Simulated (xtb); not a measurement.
xtb input:

```bash
xtb mol.xyz --gfn 2 --ohess tight --chrg 1 --uhf 0
```
mol.xyz:
```
5

C     -0.47438622     0.03907094    -0.01346589
C      0.78238797    -0.01739150    -0.00414433
H      1.87454370     0.03457764     0.01606606
H     -1.06687554     0.96860870     0.00076431
H     -1.03269014    -0.93347168    -0.02167580
```

Task: Predict the final energy.

Result: -5.20029 Eh (GFN2-xTB).

It need not be the lowest isomer of its formula.
